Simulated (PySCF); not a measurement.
This PySCF input asks for the NMR shieldings of `BNB(C)CC1CC1`, C5H13B2N; the geometry comes from GFN2-xTB.

```python
import basis_set_exchange as bse
import numpy as np
from pyscf import gto, dft
from pyscf.prop import nmr

atoms = """
B    -2.522415    1.973174   -0.414267
N    -2.317402    0.633208   -0.048205
B    -1.148211   -0.178791   -0.083170
C    -1.259560   -1.689508    0.378193
C     0.235163    0.415297   -0.597292
C     1.453802   -0.441635   -0.326650
C     2.808139    0.188271   -0.201661
C     2.126581   -0.374919    1.010357
H    -3.595809    2.433312   -0.306175
H    -1.632085    2.612007   -0.820200
H    -3.140639    0.152447    0.292794
H    -1.026053   -2.359746   -0.448121
H    -2.245085   -1.964848    0.750515
H    -0.535647   -1.914756    1.158816
H     0.403800    1.403481   -0.165674
H     0.162739    0.578026   -1.678091
H     1.420356   -1.414937   -0.801567
H     2.882290    1.262078   -0.286405
H     3.665437   -0.335167   -0.598137
H     2.520012   -1.280851    1.446741
H     1.735667    0.320798    1.737729
"""
names = dict.fromkeys(["B", "N", "C", "H"], "pcSseg-1")
basis = {el: gto.basis.parse(bse.get_basis(n, elements=[el], fmt="nwchem")) for el, n in names.items()}
mol = gto.M(atom=atoms, basis=basis, charge=0, verbose=0)
mf = dft.RKS(mol, xc="PBE0")
mf.grids.level = 2
mf.grids.alignment = dft.numint.BLKSIZE   # the property module wants whole blocks of grid points
mf.conv_tol = 1e-9
mf.kernel()

calc = nmr.RKS(mf)   # GIAO
C = mf.mo_coeff
Co = C[:, mf.mo_occ > 0]
resp = mf.gen_response(singlet=True, hermi=2)
def vind(x):   # induced exchange potential for any number of trial vectors
    d = np.einsum("pi,xij,qj->xpq", C, 2 * x.reshape(-1, C.shape[1], Co.shape[1]), Co, optimize=True)
    return np.einsum("xpq,pi,qj->xij", resp(d - d.transpose(0, 2, 1)), C, Co, optimize=True).ravel()
mo1, _ = nmr.rhf.solve_mo1(calc, with_cphf=vind)
sigma = calc.kernel(mo1)
for i, s in enumerate(sigma):   # ppm
    w = np.linalg.eigvalsh((s + s.T) / 2)
    print("%2d %-2s iso %8.1f  s11 %8.1f  s22 %8.1f  s33 %8.1f" % (i, mol.atom_pure_symbol(i), w.mean(), *w))
```

Problem. Give the expected output.

Solution. 
```
 0 B  iso     54.1  s11     12.3  s22     26.2  s33    123.9
 1 N  iso     76.8  s11    -81.3  s22     95.0  s33    216.7
 2 B  iso     41.6  s11    -16.8  s22     33.5  s33    108.1
 3 C  iso    176.1  s11    164.0  s22    172.5  s33    191.9
 4 C  iso    158.4  s11    142.2  s22    157.1  s33    175.9
 5 C  iso    175.9  s11    147.2  s22    166.1  s33    214.3
 6 C  iso    178.3  s11    146.4  s22    175.3  s33    213.3
 7 C  iso    179.6  s11    148.4  s22    176.1  s33    214.3
 8 H  iso     26.4  s11     25.1  s22     26.6  s33     27.4
 9 H  iso     26.3  s11     22.9  s22     25.8  s33     30.1
10 H  iso     24.4  s11     20.5  s22     25.5  s33     27.2
11 H  iso     30.7  s11     26.2  s22     30.4  s33     35.7
12 H  iso     31.5  s11     27.5  s22     29.2  s33     37.8
13 H  iso     30.4  s11     24.9  s22     31.4  s33     34.8
14 H  iso     31.3  s11     25.2  s22     31.3  s33     37.3
15 H  iso     30.0  s11     24.5  s22     29.3  s33     36.2
16 H  iso     30.9  s11     24.4  s22     28.9  s33     39.4
17 H  iso     31.7  s11     25.6  s22     29.2  s33     40.3
18 H  iso     31.2  s11     25.1  s22     27.1  s33     41.4
19 H  iso     31.2  s11     26.2  s22     26.4  s33     41.1
20 H  iso     32.0  s11     27.1  s22     29.1  s33     39.8
```

These numbers come from an equivalent density-fitted implementation of the same equations, which agrees with the script to about 0.01 ppm for H and up to a few tenths of a ppm for heavy atoms, so last digits may differ.

Size and cost of the density-fitted run: 201 basis functions, 56 s wall time on 1 thread of an Arm Neoverse V1, shared host; peak memory 0.89 GiB.
